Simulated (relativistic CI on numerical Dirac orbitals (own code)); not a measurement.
## Pt⁺ (5d9) in a crystal field

Calculated by Dirac-Coulomb-Breit CI, separate exchange-only KLI orbitals for each configuration, QED by a radiative potential, valence Slater integrals scaled by 0.85, one configuration in a parametric crystal field (own radial code).

Field parameters in Wybourne normalisation: Td as Oh with Dq negative (B⁴₀ = 21Dq, B⁴₄ = √(5/14) B⁴₀). The field is a parameter set, without covalency.

S is read from ⟨S²⟩ = S(S + 1).

Levels (cm⁻¹, degeneracy): 0 (2), 3364 (4), 14969 (4).

Q: Which field gives this pattern?
A. Td, 10Dq = -8850 cm⁻¹
B. Td, 10Dq = -8150 cm⁻¹
C. Td, 10Dq = -12600 cm⁻¹
D. Td, 10Dq = -4400 cm⁻¹

A: A. Td, 10Dq = -8850 cm⁻¹, ground level with S = 0.50.
